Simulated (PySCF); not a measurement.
**Calculated NMR parameters of C=C[C@@]1(N(C)C)[SiH2][C@@H]1C**

```
Formula                               : C7H15NSi
SMILES                                : C=C[C@@]1(N(C)C)[SiH2][C@@H]1C
Point group of the computed structure : C1
Degrees of unsaturation               : 2
Carbon signals                        : 6
Proton signals                        : 8
```

Atom-mapped SMILES (the numbers label the heavy atoms): `[CH2:1]=[CH:2][C@@:3]1([N:4]([CH3:5])[CH3:6])[SiH2:7][C@@H:8]1[CH3:9]`; H(Xn) means a hydrogen on atom n. Ha(C1) is cis to C3; Ha(Si7) is cis to C9 on the ring; Hb(C1) is trans to C3; Hb(Si7) is trans to C9 on the ring.

Theory: shielding tensors at PBE0/pcSseg-1 (GIAO), geometry: GFN2-xTB, in PySCF (equivalent nuclei averaged, one conformer, no solvent, no relativistic terms).

Scale: ¹H (σref 31.72), ¹³C (σref 186.93), ²⁹Si (σref 349.16) vs TMS; ¹⁵N (σref 267.73) vs NH3 (reference shieldings calculated alike).

| carbon | δC, type | δH (multiplicity) | HMBC from (2–3 bonds) | span of the C tensor (ppm) |
| --- | --- | --- | --- | --- |
| C1 | 110.2, CH2 | Hb(C1) 4.90 (m); Ha(C1) 4.58 (m) | H(C2) | 200 |
| C2 | 147.9, CH | 7.11 (m) | Hb(C1), Ha(C1), Ha(Si7), Hb(Si7), H(C8) | 252 |
| C3 | 60.5, C | – | H(C2), Hb(C1), Ha(C1), Ha(Si7), H(C5)/H(C6), Hb(Si7), H(C8), H(C9) | 77 |
| C5/C6 | 47.2, CH3 | 2.48 (s) | H(C5)/H(C6) | 72 |
| C8 | 30.6, CH | 1.89 (m) | H(C2), Ha(Si7), Hb(Si7), H(C9) | 35 |
| C9 | 13.5, CH3 | 1.70 (d) | Ha(Si7), Hb(Si7), H(C8) | 27 |

Other nuclei:
| atoms | nucleus | environment | δ (ppm) | σ (ppm) |
| --- | --- | --- | --- | --- |
| Ha(Si7) | ¹H | hydrogen on a silicon bonded to 2 C, in a 3-membered ring | 2.85 | 28.87 |
| Hb(Si7) | ¹H | hydrogen on a silicon bonded to 2 C, in a 3-membered ring | 2.48 | 29.24 |
| Si7 | ²⁹Si | silicon bonded to 2 C, 2 H, in a 3-membered ring | -108.0 | 457.2 |
| N4 | ¹⁵N | amine nitrogen | 34.9 | 232.8 |

1. Carbon types of the structure: 1 × C, 2 × CH, 1 × CH2, 3 × CH3, leaving 2 H on heteroatoms.
2. δC 147.9: alkene CH; an sp2 carbon of a C=C bond.
3. δC 110.2: terminal =CH2 carbon; the olefinic region.
4. δC 60.5, 30.6: three-membered-ring carbon.
5. δC 47.2: methyl carbon bonded to N; deshielded by the electronegative neighbour.
6. δH 4.90, 4.58: hydrogen on a terminal =CH2 carbon; attached to an sp2 carbon and in the plane of the double bond.

Shifts are as computed. Against solution values, carbons near 30 ppm lie about +3 ppm off and those near 130 ppm about +5 ppm. Of 1211 compounds with measured shifts, 218 miss one by over three times the rms of a fit or turn the order of signals round; such compounds aren't used in these exercises. Experimental scales use liquid or dissolved standards, which lie at an offset from isolated NH3 (liquid NH3: subtract about 20 ppm). Multiplicities follow the n + 1 count of equivalent neighbours, as no J values were calculated; m marks all less simple cases, F and P coupling included.
